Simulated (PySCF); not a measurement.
Start geometry of [GaCl6]3- (`[Cl][Ga-3]([Cl])([Cl])([Cl])([Cl])[Cl]`) from GFN2-xTB (Å):
```
atom  x, y, z in Å
Ga1    0.062   -0.075    0.011
Cl2   -0.037   -0.025    2.369
Cl3   -0.043    0.001   -2.404
Cl4    2.478    0.011    0.010
Cl5   -2.384   -0.026   -0.050
Cl6   -0.018    2.394    0.005
Cl7    0.034   -2.381   -0.009
```

Problem. What comes out of this run: PySCF 2.14.0, PBE0-D3(BJ)/def2-SVP geometry optimisation, gas phase?

Solution. 
```
atom  x, y, z in Å
Ga1    0.0134   -0.0143   -0.0100
Cl2    0.0011   -0.0246    2.4417
Cl3    0.0261   -0.0041   -2.4613
Cl4    2.4670    0.0066    0.0026
Cl5   -2.4412   -0.0358   -0.0227
Cl6   -0.0083    2.4367    0.0005
Cl7    0.0339   -2.4664   -0.0193
```

The energy falls by 0.124 eV over 9 energy and gradient evaluations, the largest force component goes from 0.0172 to 1.1e-04 Eh/bohr, and the atoms move by 0.070 Å rms after alignment. The bond that changes most is Ga1–Cl7 (ends: gallium bonded to 6 Cl; chlorine bonded to Ga), which lengthens by 0.145 Å. Bonds longer at the end by more than 0.005 Å: 5 of 6; shorter: 1. Among the angles that change most is Cl2–Ga1–Cl3, from 174.3° to 180.0°. The orientation of the end geometry is arbitrary; only internal coordinates are fixed.

The run used 140 basis functions and 56 SCF cycles in all. Time: 5.5 min wall, 3.9 min CPU; peak memory 0.67 GiB. Hardware: one thread of an Intel Xeon at 2.50 GHz, shared host.

No PBE0-D3(BJ)/def2-SVP frequencies stand behind this structure, so it isn't proved a minimum. Whether so highly charged an anion holds all its electrons in the gas phase wasn't checked; a finite basis holds them in any case. No counter-ion or solvent screens the charge of this multiply charged ion.
